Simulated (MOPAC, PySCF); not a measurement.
C5H10, SMILES `C(C)C(C)=C` (C–C–C–C torsion 117°), neutral singlet in the gas phase. 

Cartesian coordinates (Å):
```xyz
15

C     -1.2049     1.3596     0.6560
C     -0.5702     0.4235    -0.0427
C     -1.3024    -0.7072    -0.6943
C      0.9204     0.4528    -0.2218
C      1.6360    -0.7405     0.4029
H     -0.6669     2.1780     1.1223
H     -2.2818     1.3401     0.7839
H     -2.3808    -0.6133    -0.5630
H     -1.0860    -0.7423    -1.7675
H     -0.9935    -1.6721    -0.2811
H      1.3128     1.3793     0.2056
H      1.1476     0.4802    -1.2952
H      1.4234    -0.8033     1.4729
H      1.3289    -1.6829    -0.0556
H      2.7173    -0.6519     0.2776
```
Charge 0, multiplicity 1.

All levels are single points at this geometry (PBE0-D3(BJ)/def2-TZVP); Pople sets use spherical d functions. Orbital energies aren't observables, and empty levels follow the basis.

| level | HOMO (eV) | LUMO (eV) | gap (eV) | dipole (D) | vertical IE, Delta-SCF (eV) |
|---|---|---|---|---|---|
| PBE0-D3(BJ)/def2-TZVP in PySCF | -7.03 | 0.52 | 7.55 | 0.57 | – |
| B3LYP/3-21G in PySCF | -6.56 | 0.98 | 7.54 | 0.51 | – |
| M06-2X/6-31G* in PySCF | -8.03 | 1.99 | 10.01 | 0.48 | – |
| HF/3-21G in PySCF | -9.36 | 5.21 | 14.57 | 0.48 | – |
| HF/STO-3G in PySCF | -7.97 | 8.78 | 16.76 | 0.40 | – |
| PM6 in MOPAC | -9.67 | 1.49 | 11.17 | 1.04 | – |
